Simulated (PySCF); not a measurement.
Compound: C₅H₅N₂S (doublet state).
SMILES with atom numbers: `[CH3:1][NH:2][C:3](=[S:4])/[CH:5]=[C:6]\[C:7]#[N:8]` (hydrogens: H9, H10, H11 on C1; H12 on N2; H13 on C5)

Structure used (GFN2-xTB), in Å, numbered top down from 1:
```
atom  x, y, z in Å
C1    -2.2228    0.6933   -0.6874
N2    -0.9778    0.7657    0.0310
C3    -0.0052   -0.1423   -0.1244
S4    -0.1825   -1.4211   -1.1459
C5     1.2026    0.1065    0.6847
C6     2.2748   -0.6286    0.7662
C7     3.1810   -1.5785    0.6192
N8     4.0361   -2.3723    0.5514
H9    -2.8941    1.4682   -0.3283
H10   -2.6786   -0.2880   -0.5388
H11   -2.0532    0.8215   -1.7596
H12   -0.8293    1.5521    0.6462
H13    1.1447    1.0239    1.2680
```

The hyperfine couplings belong to this conformer and change with its torsions.

Theory: UKS B3LYP, pcH-1 on C H N S, non-relativistic, mean-field spin-orbit, GIAO (PySCF 2.14.0). One conformer (not necessarily the lowest) at the GFN2-xTB geometry, without solvent, vibrations or thermal averaging. The geometry wasn't refined by DFT: couplings that depend on bond lengths, twists or pyramidal angles can differ widely from those at the functional's own minimum. No stability test was run, so a lower SCF solution isn't excluded. ⟨S²⟩ is 0.778 where a pure state has 0.75.

(1) Predict the first-order ENDOR lines of N8, N2, H13 and H12 under fast tumbling at B = 3370.4 mT (W band).

(2) Which pairs are centred on the nuclear Larmor frequency, and which on half the coupling?

(3) At what field would the lower line of H13 fall to zero frequency?

## Answers

(1) For S = 1/2 in fast tumbling each set of equivalent nuclei gives two lines, ν± = |νn ± a/2| to first order, with νn = g_N μN B/h and μN/h = 7.62259 MHz/T.

| nuclei | isotope | g_N | νn (MHz) | a_iso (MHz) | lower line (MHz) | upper line (MHz) |
| --- | --- | --- | --- | --- | --- | --- |
| N8 | 14N | 0.4038 | 10.37 | 11.09 | 4.83 | 15.92 |
| N2 | 14N | 0.4038 | 10.37 | -0.68 | 10.03 | 10.71 |
| H13 | 1H | 5.5857 | 143.50 | 120.99 | 83.01 | 204.00 |
| H12 | 1H | 5.5857 | 143.50 | 0.62 | 143.19 | 143.81 |

(2) Centred on νn, since |a| < 2νn: N8, N2, H13 and H12. No pair has |a| > 2νn.

(3) Where νn = |a|/2, that is B = 60.50 MHz/(5.5857 × 7.62259 MHz/T) = 1420 mT, as far as first order holds there.

Largest spin populations (Mulliken): C6 (+0.85), N8 (+0.47), C7 (-0.24) and C5 (-0.16). The positive populations add up to 1.43 and the negative ones to -0.43, together 2S = 1.

Hardware: one thread of an Arm Neoverse V2, no GPU, shared host. Cost: 83 s wall (grids of density and orbitals included), 0.93 GiB resident at most.
